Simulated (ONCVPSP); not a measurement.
# Building the ONCV potential for zirconium (PBE, scalar-relativistic).

```
Element                 : zirconium
Generator               : ONCVPSP 4.0.1
Type                    : optimised norm-conserving Vanderbilt (ONCV)
Functional              : PBE
Relativity              : scalar-relativistic
Frozen core             : [Ar] 3d10
Valence charge          : 12
Reference configuration : 4s2 4p6 4d2 5s2
Partial waves           : 4s+5s: rc 1.80 bohr, ncon 4, nbas 7, qcut 6.3 1/bohr, 2 projectors; 4p: rc 2.00 bohr, ncon 4, nbas 7, qcut 8.5 1/bohr, 3 projectors, debl 1.5 Ha; 4d: rc 2.15 bohr, ncon 5, nbas 9, qcut 5.7 1/bohr, 1 projector
Local potential         : polynomial inside 1.65 bohr (lpopt 5, dvloc0 6 Ha)
Core correction         : Teter function fitted to the true core (icmod 2), fcfact 0.4
```

Poles of the logarithmic derivatives, all-electron (AE) and pseudo (PS). s: poles at -1.5 (AE) and -1.5 (PS) Ha. p: poles at -0.8 (AE) and -0.8 (PS) Ha. d: poles at 0.6 (AE) and 0.6 (PS) Ha. Test radii: s 1.83, p 2.03, d 2.19 bohr.

* Cutoffs needed: 16 Ha and 23 Ha (the cutoffs (Ha) at which the residual kinetic energy of the hardest occupied pseudo-wave falls to 1 and 0.1 mHa per electron)
* Ghost test: no bound ghost flagged; GHOST(+) flags only above 600 eV
* Largest excitation error: -6.1 meV (all-electron minus pseudo) for 4s2 4p6 4d2 5s0, out of 4 test configurations
* rms error of d²Exc/dni dnj: 2.00 mHa without and 0.70 mHa with the model core
